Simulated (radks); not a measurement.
Values are calculated unless marked as measured or tabulated.
Valence configurations of neutral thallium. Level of theory: Dirac Kohn-Sham, PBEsol, spin-unpolarised, spherical densities, point nucleus; open shells are shared between the two j in proportion to 2j + 1 (a radial shooting solver on a logarithmic mesh with Libxc functionals). Energies are relative to [Hg] 6p1; eigenvalues in eV.

| valence | E (eV) | e(4f5/2) | e(4f7/2) | e(5d3/2) | e(5d5/2) | e(6p1/2) |
|---|---|---|---|---|---|---|
| [Hg] 6p1 | 0.000 | -116.25 | -111.65 | -16.773 | -14.572 | -3.159 |
| [Xe] 4f14 5d9.5 6s2 6p1.5 | 6.891 | -119.09 | -114.48 | -18.963 | -16.697 | -3.871 |
| [Xe] 4f14 5d9 6s2 6p2 | 14.557 | -121.91 | -117.31 | -21.104 | -18.775 | -4.540 |
| [Xe] 4f14 5d10 6p3 | 15.034 | -119.89 | -115.29 | -20.216 | -17.968 | -4.892 |
| [Xe] 4f14 5d8.5 6s1.5 6p3 | 27.299 | -125.59 | -120.99 | -23.995 | -21.592 | -5.565 |
| [Xe] 4f14 5d8 6s2 6p3 | 32.199 | -127.59 | -122.98 | -25.300 | -22.844 | -5.797 |
| [Xe] 4f13.5 5d10 6s2 6p1.5 | 57.708 | -125.41 | -120.74 | -19.718 | -17.368 | -3.877 |
| [Xe] 4f13.5 5d10 6s1 6p2.5 | 65.571 | -127.23 | -122.56 | -21.435 | -19.063 | -4.738 |
| [Xe] 4f13 5d10 6s2 6p2 | 119.73 | -134.73 | -129.99 | -22.703 | -20.204 | -4.566 |
| [Xe] 4f12 5d10 6s2 6p3 | 257.06 | -153.87 | -148.99 | -28.810 | -26.013 | -5.894 |

NIST lists [Hg] 6p1 as the ground configuration; this level of theory agrees among the configurations tried. The energies are those of spherical spin-averaged densities, not of single terms.
